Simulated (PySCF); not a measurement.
# From computed data to an observable: chemical shift, span and skew from a shielding tensor

B(OH)(OMe)2 (C2H7BO3), SMILES O(C)B(O)OC. Atoms are numbered in the order given.

```xyz
13

B     -0.1363     0.1461     0.3776
O     -0.0679     0.1183     1.7394
H     -0.6945     0.7388     2.1243
O      0.6670    -0.6563    -0.3705
C      1.5670    -1.5385     0.2460
H      1.0440    -2.2939     0.8558
H      2.1365    -2.0554    -0.5398
H      2.2746    -1.0067     0.9032
O     -1.0226     0.9839    -0.2306
C     -1.1112     1.0519    -1.6292
H     -1.0174     0.0579    -2.0944
H     -2.0876     1.4824    -1.8958
H     -0.3216     1.6988    -2.0480
```
Charge 0, spin multiplicity 1.

Geometry: PBE0-D3(BJ)/def2-SVP. The values are those of a single conformer.

GIAO shieldings from PBE0/pcSseg-1 run with PySCF, non-relativistic, no solvent. The symmetric part of the tensor of C5 has the principal values 106.3, 107.9, 181.4 ppm. The same nucleus in TMS has σ = 186.3 ppm at this level (PySCF, at its B3LYP-D3(BJ)/def2-TZVP geometry).

Work out the isotropic shielding, the ¹³C shift against TMS, the span and the skew.


σ(iso) = (σ11 + σ22 + σ33)/3 = 131.9 ppm. δ = σ(ref) − σ(iso) = 186.3 − (131.9) = 54.4 ppm.
Span Ω = σ33 − σ11 = 75.1 ppm. Skew κ = 3(σ(iso) − σ22)/Ω = 0.96. Tumbling in solution averages the tensor to δ; in a static solid the shielding alone would spread this spin-1/2 line over Ω.
